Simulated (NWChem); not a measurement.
Everything below was run with NWChem. System: H₂ISi, charge 0, spin multiplicity 2, at a geometry optimised with UPBE0/def2-SVP with def2 effective core potentials on I. The structure started from a generated list of species. Its SCF solution wasn't tested for a lower state. Level: UMP2/def2-SVP with def2 effective core potentials on I, 9 core orbitals frozen.

Input file:

```
start mol
memory heap 200 mb stack 900 mb global 1100 mb
geometry units angstroms nocenter noautoz
  Si    -0.405039    -1.816884     0.000000
  I      0.100395     0.572037     0.000000
  H      0.174800    -2.440790    -1.229796
  H      0.174800    -2.440790     1.229796
  symmetry group Cs
end
basis spherical
  * library def2-svp
end
ecp
  I library def2-ecp
end
scf
  uhf
  nopen 1
  maxiter 100
  thresh 1e-7
  semidirect memsize 60000000 filesize 0
  # guess.movecs holds the orbitals of an unrestricted PBE0 run
  vectors input guess.movecs output mol.movecs
end
mp2
  freeze core 9
end
task mp2 energy
```

Output (cleaned and shortened):

```
             Northwest Computational Chemistry Package (NWChem) 7.3.0
             --------------------------------------------------------

                                NWChem Input Module
                                -------------------

 Scaling coordinates for geometry "geometry" by  1.889725989
 (inverse scale =  0.529177249)

 Turning off AUTOSYM since
 SYMMETRY directive was detected!

                             Geometry "geometry" -> ""
                             -------------------------

 Output coordinates in angstroms (scale by  1.889725989 to convert to a.u.)

  No.       Tag          Charge          X              Y              Z
 ---- ---------------- ---------- -------------- -------------- --------------
    1 Si                  14.0000    -0.40503900    -1.81688400     0.00000000
    2 I                   53.0000     0.10039500     0.57203700     0.00000000
    3 H                    1.0000     0.17480000    -2.44079000    -1.22979600
    4 H                    1.0000     0.17480000    -2.44079000     1.22979600

 Effective nuclear repulsion energy (a.u.)     188.1556775514

            Nuclear Dipole moment (a.u.)
            ----------------------------
        X                 Y               Z
 ---------------- ---------------- ----------------
    -0.0000207870     0.0000094486     0.0000000000

      Symmetry information
      --------------------

 Group name             Cs
 Group number              2
 Group order               2
 No. of unique centers     3

      Symmetry unique atoms

     1    2    3


 Summary of "ao basis" -> "" (spherical)
 ------------------------------------------------------------------------------
       Tag                 Description            Shells   Functions and Types
 ---------------- ------------------------------  ------  ---------------------
 *                          def2-svp                  on all atoms

 Summary of "ao basis" -> "ao basis" (spherical)
 ------------------------------------------------------------------------------
       Tag                 Description            Shells   Functions and Types
[...]
  AO/Fock/Back tols     =   1.0D-09  1.0D-09  1.0D-09

 GA uses MA = F    GA memory limited = T

 Available:
  local mem=  1.26D+08
 global mem=  1.44D+08
 local disk=  0.00D+00
  mp2_memr nvloc                    33
  nvloc new                    33
   1 passes of  12:        3145728                      16046                   1997728.
   1 passes of  12: M    126148193           G      144173368           F     123002465.

 Semi-direct pass number   1 of   1  for UHF alpha       at        0.5s
  vrange nnbf                  1480
  mp2_eaftype                    10  avail_ma_in_mb                  1099
 EAF : mp2_eaftype filesize          10     998864.
  mp2_eaf for mointskh                     10
Node 0 wrote      4.7 Mb in      0.0 s     Agg I/O rate:  2039.5 Mb/s
 Done moints_semi at        1.3s
  mp2_eaftype                    10  avail_ma_in_mb                  1089
 EAF : mp2_eaftype filesize          10     998864.
  mp2_eaf for kh                    10
 Done maket at        1.4s
 Done multipass loop at        1.4s

 GA uses MA = F    GA memory limited = T

 Available:
  local mem=  1.26D+08
 global mem=  1.44D+08
 local disk=  0.00D+00
  mp2_memr nvloc                    34
  nvloc new                    34
   1 passes of  11:        3145728                      15485                   1887024.
   1 passes of  11: M    126148193           G      144173368           F     123002465.

 Semi-direct pass number   1 of   1  for UHF beta        at        1.4s
  vrange nnbf                  1480
  mp2_eaftype                    10  avail_ma_in_mb                  1099
 EAF : mp2_eaftype filesize          10     943512.
  mp2_eaf for mointskh                     10
Node 0 wrote      4.4 Mb in      0.0 s     Agg I/O rate:  2117.8 Mb/s
 Done moints_semi at        2.2s
  mp2_eaftype                    10  avail_ma_in_mb                  1089
 EAF : mp2_eaftype filesize          10     943512.
  mp2_eaf for kh                    10
 Done maket at        2.2s
 Done multipass loop at        2.2s

          -------------------------------------------
          SCF energy                -586.652588071385
          Correlation energy          -0.201822464296
          Singlet pairs                0.000000000000
          Triplet pairs                0.000000000000
          Total MP2 energy          -586.854410535681
          -------------------------------------------

          ---------------------------------------------------
                    Spin Component Scaled (SCS) MP2
          Same spin pairs                     -0.050532766377
          Same spin scaling factor             0.333333333333
          Opposite spin pairs                 -0.151289697919
          Opposite spin scaling fact.          1.200000000000
          SCS-MP2 correlation energy          -0.198391892962
          Total SCS-MP2 energy              -586.850979964347
          ---------------------------------------------------

 -----------------------
 Performance information
 -----------------------

 Timer overhead =  1.65D-07 seconds/call

               Nr. of calls         CPU time (s)                 Wall time (s)                GFlops
             ---------------    -------------------     ------------------------------   -------------------
Name         Min   Avg   Max    Min     Avg     Max     Min     Avg     Max   Mx/calls   Min     Max     Sum
mp2: moin     2     2     2    1.6     1.6     1.6      1.6     1.6     1.6    0.79      0.0     0.0     0.0
mp2: make     2     2     2   4.95E-2 4.95E-2 4.95E-2  4.95E-2 4.95E-2 4.95E-2 2.48E-2   0.0     0.0     0.0
mp2: tota     1     1     1    1.7     1.7     1.7      1.7     1.7     1.7     1.7      0.0     0.0     0.0

 The average no. of pstat calls per process was 5.00D+00
 with a timing overhead of 8.27D-07s

 Task  times  cpu:        2.2s     wall:        2.2s

 Total times  cpu:        2.2s     wall:        2.2s
```
